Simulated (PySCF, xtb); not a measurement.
C₃H₇FSi, SMILES C1C(C[SiH2]1)F.

xtb with GFN2-xTB at its own geometry gives an orbital gap of 4.86 eV and a dipole moment of 2.71 D.

Geometry optimised at ωB97X-D3(BJ)/def2-SVP. This is a generated structure with no PubChem entry under its InChIKey; it may be hypothetical.

**Question.** What does PBE/def2-TZVP in PySCF give? (Estimate from the structure and the level; the computed values follow.)

**Answer.** gap 6.50 eV (levels -7.06 and -0.57 eV), dipole 1.30 D.
